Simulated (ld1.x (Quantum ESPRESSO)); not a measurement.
**Cl (Z = 17): TM pseudisation with LDA (PZ), non-relativistic reference atom.**

```json
{
 "Element": "chlorine (Cl)",
 "Generator": "ld1.x (Quantum ESPRESSO) 7.5",
 "Type": "norm-conserving Troullier–Martins (Kleinman–Bylander form)",
 "Functional": "LDA (PZ)",
 "Relativity": "non-relativistic",
 "Frozen core": "[Ne]",
 "Valence charge": "7",
 "Reference configuration": "3s2 3p5",
 "Partial waves": "3s (bound): rc 1.35 bohr; 3d channel at 0.45 Ry: rc 1.05 bohr; 3p (bound): rc 1.20 bohr",
 "Local potential": "the p channel",
 "Core correction": "none"
}
```

- Cutoffs needed: 60 Ry and 110 Ry (the cutoffs (Ry, on a coarse ladder) from which the occupation-weighted sum of valence levels, in a spherical-Bessel basis at the reference potential, stays within 10 and 1 mRy of its value at 400 Ry)
- Ghost test: no extra level below or beside the all-electron valence levels (s, d, p, f tested) (spherical-Bessel basis up to 400 Ry, 20 bohr box)
- Largest excitation error: +321 meV (all-electron minus pseudo) for 3s2 3p1, out of 7 test configurations
